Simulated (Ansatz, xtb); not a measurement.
# Isomers of C4H8BrCl in order of energy

4 gas-phase structures of C4H8BrCl, from a drawn sample of its isomers (lower ones may exist). Each was relaxed with GFN2-xTB; where two conformers were screened, the lower at r2SCAN-D4/def2-SVP is listed:

A. `CC[C@](C)(Cl)Br`, a singlet
B. `C[C@H](Br)[C@@H](C)Cl`, a singlet
C. `CC(C)(Cl)CBr`, a singlet
D. `C[C@H](Br)CCCl`, a singlet

Problem. Estimate their order in r2SCAN-D4/def2-SVP energy at these geometries, lowest first.

Solution. Calculated order at r2SCAN-D4/def2-SVP: C (0.0), B (1.1), A (2.7), D (3.5) kcal/mol. Less than 1 kcal/mol parts A and D, so the order within that pair means little.

Energies above the lowest of each column, in kcal/mol; the last columns are at PBE0-D3(BJ)/def2-SVP geometries:

| structure | GFN2-xTB | HF/STO-3G | r2SCAN-D4/def2-SVP | PBE0-D3(BJ)/def2-SVP | CCSD(T)/def2-SVP + ΔMP2/def2-TZVPP |
| --- | --- | --- | --- | --- | --- |
| C | 0.0 | 0.0 | 0.0 | 0.0 | 0.0 |
| B | 2.5 | 1.8 | 1.1 | 0.9 | 1.5 |
| A | 3.6 | 4.0 | 2.7 | 2.7 | 3.8 |
| D | 5.5 | 2.9 | 3.5 | 3.0 | 3.6 |

Every level run on C puts it lowest or level with the lowest. CCSD(T)/def2-SVP + ΔMP2/def2-TZVPP orders those it was run on as C (0.0), B (1.5), D (3.6), A (3.8) kcal/mol. Less than 1 kcal/mol parts D and A, so the order within that pair means little. Flexible structures stand in one conformer each, not always the lowest. ΔMP2 is the change of the MP2 energy from the smaller to the larger basis.

Over these structures GFN2-xTB departs from r2SCAN-D4/def2-SVP by 0.6 kcal/mol on average once a common shift is removed. A GFN2-xTB relaxation took about 0.056 s and the r2SCAN-D4/def2-SVP energy about 1.9 s on a shared host (Ansatz 0.2.0, xtb 6.7.1).
